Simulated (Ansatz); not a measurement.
System: InBr3 (charge -1, doublet). SMILES of the parent species: [Br][In]([Br])[Br]
Coordinates optimised at B3LYP-D3(BJ)/def2-TZVP (Ansatz, a quantum-chemistry and plane-wave program):
```xyz
4

In    -0.1761    -0.4619    -0.3681
Br     2.4530    -0.1669    -0.4824
Br    -0.8764    -0.9815     2.1322
Br    -1.3300     1.7949    -1.1344
```
Charge -1, spin multiplicity 2.

Parts of the frozen-core correlation energy in def2-SVP (Ansatz, hartree). Frozen orbitals: 51; correlated occupied orbitals by spin: 13 and 12; virtual: 58 and 59. Open shells are spin-unrestricted. Spin-orbit coupling is left out. Past Kr the def2 sets carry scalar-relativistic core potentials.

```tsv
term	value
reference (HF)	-7905.76782
MP2 opposite-spin	…
MP2 same-spin	…
CCSD correlation	-0.43320
(T)	…
T1 diagnostic	0.011
largest doubles amplitude	0.025
<S^2> of the reference	0.758
```

**Question.** What belongs in the gaps?

**Answer.** 
- MP2 opposite-spin, value: -0.28954
- MP2 same-spin, value: -0.10987
- (T), value: -0.00968
